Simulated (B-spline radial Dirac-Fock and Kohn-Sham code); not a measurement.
Calculated with a B-spline atomic structure program, using Dirac-Fock (average of configuration) total-energy differences with a finite nucleus, the Breit interaction including its frequency dependence, and self-energy and vacuum-polarisation corrections. The model has no electron correlation.

**Question.** Identify the element and charge state from the binding energies below (tabulated ground configuration; the least bound level is included).

```
level  binding energy (eV)
   L1               3278.6
   L3               2887.4
   M5                327.2
   N1                126.3
   N2                93.15
   N3                89.65
 N4,5                42.98
```

**Answer.** Ru³⁺: Z = 44 with 41 electrons, [Kr] 4d5.

**Question.** Identify the element and charge state from the binding energies below (tabulated ground configuration; the least bound level is included).

```
level  binding energy (eV)
   L1               2594.0
   L2               2364.3
   M4                237.3
   M5                234.9
   N1                108.1
   N2                81.14
   N3                79.20
```

**Answer.** Zr⁴⁺: Z = 40 with 36 electrons, [Ar] 3d10 4s2 4p6.
